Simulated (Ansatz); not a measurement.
Species, as SMILES: [BH2] (BH2), doublet.
Atoms: B1, H2, H3. Bonds: B1-H2, B1-H3.

Basis-set convergence of the harmonic zero-point energy at PBE0 with Ansatz (a first-principles code). Each level at its own minimum, finite differences of forces, unscaled; the reference is a large set that could be run, not a limit. Cartesian d functions, on some or all atoms, in 6-31+G*; all else is spherical. The program fits the integrals of some runs and decomposes those of others, by size. Open shells are unrestricted. No added dispersion term, no relativity. Reference: the value in def2-QZVPPD, 9.03 kcal/mol. Deviations are taken from unrounded values.

| basis | functions | harmonic zero-point energy (kcal/mol) | minus reference (kcal/mol) |
|---|---|---|---|
| pcseg-0 | 13 | 9.20 | 0.18 |
| 6-31+G* | 23 | 9.14 | 0.11 |
| pcseg-1 | 24 | 9.15 | 0.13 |
| 6-311+G** | 34 | 9.02 | -0.01 |
| def2-SVPD | 36 | 9.02 | -0.01 |
| 6-311++G(2d,2p) | 47 | 9.03 | 0.00 |
| def2-TZVPD | 55 | 9.03 | 0.00 |
| pcseg-2 | 58 | 9.04 | 0.01 |
| def2-TZVPPD | 71 | 9.03 | 0.00 |
| 6-311++G(3df,3pd) | 75 | 9.04 | 0.01 |
| pcseg-3 | 126 | 9.03 | 0.00 |
| def2-QZVPPD | 129 | 9.03 | 0.00 |

The smallest set listed that lies within 0.05 kcal/mol of the reference with all its larger relatives (same family, alike in diffuse functions; a set with none counts only in the reference's own line) is 6-311+G** (34 functions, -0.01 kcal/mol off).
